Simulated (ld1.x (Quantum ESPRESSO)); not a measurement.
**As, TM semilocal: configuration errors across variants**

| Item | Value |
| --- | --- |
| Element | As (Z = 33) |
| Generator | ld1.x (Quantum ESPRESSO) 7.5 |
| Type | norm-conserving Troullier–Martins (semilocal form) |
| Functional | LDA (PZ) |
| Relativity | scalar-relativistic |
| Frozen core | [Ne] |
| Valence charge | 23 |
| Reference configuration | 3s2 3p6 3d10 4s2 4p1 (charge +2) |
| Partial waves | 3s (bound): rc 1.00 bohr; 3d (bound): rc 0.60 bohr; 3p (bound): rc 0.85 bohr |
| Local potential | the p channel |
| Core correction | none |

Occupied shells without a wave of their own: 4p, 4s. They enter only through the test configuration that unscreens the potential.

All-electron excitation energies from the reference (eV): (1) 3s2 3p6 3d10 4s2 4p3 -27.488; (2) 3s2 3p6 3d10 4s2 4p2 -18.162; (3) 3s2 3p6 3d10 4s2 4p0 28.040; (4) 3s1 3p6 3d10 4s2 4p3 172.993; (5) 3s2 3p6 3d10 4s1 4p4 -18.005; (6) 3s2 3p6 3d10 4s2 4p2.5 -23.851; (7) 3s2 3p6 3d10 4s2 4p3.3 -28.766; (8) 3s2 3p6 3d10 4s2 4p1 spin -0.226; (9) 3s2 3p6 3d10 4s2 4p3 spin -28.812.

Spin tests fill each open shell by Hund’s rule, majority spin first.

A semilocal file is local in each channel, so a ghost entry of none says nothing of the separable form that plane-wave codes build from it.

For the base: The 4p, 4s levels have no wave, so the channel is fitted at the deeper level alone: the likely source of the large errors.

The file “base” misses its own reference levels by 3.6 eV. The file “wave 3p (bound): rc 0.85 bohr becomes 3p (bound): rc 0.56 bohr” misses its own reference levels by 3.6 eV. The file “wave 3p (bound): rc 0.85 bohr becomes 3p (bound): rc 0.62 bohr” misses its own reference levels by 3.6 eV. The file “wave 3p (bound): rc 0.85 bohr becomes 3p (bound): rc 0.72 bohr” misses its own reference levels by 3.6 eV. The file “wave 3p (bound): rc 0.85 bohr becomes 3p (bound): rc 0.80 bohr” misses its own reference levels by 3.6 eV. The file “wave 3p (bound): rc 0.85 bohr becomes 3p (bound): rc 0.92 bohr” misses its own reference levels by 3.6 eV. The file “wave 3p (bound): rc 0.85 bohr becomes 3p (bound): rc 0.98 bohr” misses its own reference levels by 3.6 eV. The file “wave 3p (bound): rc 0.85 bohr becomes 3p (bound): rc 1.18 bohr” misses its own reference levels by 3.6 eV. The file “wave 3p (bound): rc 0.85 bohr becomes 3p (bound): rc 1.26 bohr” misses its own reference levels by 3.6 eV.

Errors AE − PS in meV (a dash: test not solved or not reliable):

| change | (1) | (2) | (3) | (4) | (5) | (6) | (7) | (8) | (9) | bound ghosts |
| --- | --- | --- | --- | --- | --- | --- | --- | --- | --- | --- |
| base | +161 | +103 | -137 | +304 | -2884 | +137 | +171 | +12 | +205 | not determined |
| wave 3p (bound): rc 0.85 bohr becomes 3p (bound): rc 0.56 bohr | +55 | +36 | -34 | +99 | -3068 | +47 | +58 | +12 | +98 | not determined |
| wave 3p (bound): rc 0.85 bohr becomes 3p (bound): rc 0.62 bohr | +58 | +38 | -37 | +106 | -3062 | +50 | +61 | +12 | +101 | not determined |
| wave 3p (bound): rc 0.85 bohr becomes 3p (bound): rc 0.72 bohr | +95 | +62 | -73 | +179 | -2997 | +82 | +101 | +12 | +139 | not determined |
| wave 3p (bound): rc 0.85 bohr becomes 3p (bound): rc 0.80 bohr | +139 | +89 | -115 | +262 | -2922 | +119 | +148 | +12 | +182 | not determined |
| wave 3p (bound): rc 0.85 bohr becomes 3p (bound): rc 0.92 bohr | +183 | +117 | -158 | +344 | -2846 | +156 | +195 | +12 | +227 | not determined |
| wave 3p (bound): rc 0.85 bohr becomes 3p (bound): rc 0.98 bohr | +168 | +108 | -143 | +317 | -2872 | +143 | +178 | +12 | +211 | not determined |
| wave 3p (bound): rc 0.85 bohr becomes 3p (bound): rc 1.18 bohr | -224 | -140 | +227 | -370 | -3542 | -188 | -239 | +13 | -184 | none |
| wave 3p (bound): rc 0.85 bohr becomes 3p (bound): rc 1.26 bohr | -663 | -416 | +638 | -1119 | -4295 | -559 | -707 | +13 | -628 | none |

(1) Give the same row for: wave 3p (bound): rc 0.85 bohr becomes 3p (bound): rc 1.08 bohr.

Results:

(1) +29, +20, -12, +71, -3109, +26, +31, +12, +72; bound ghosts: none.
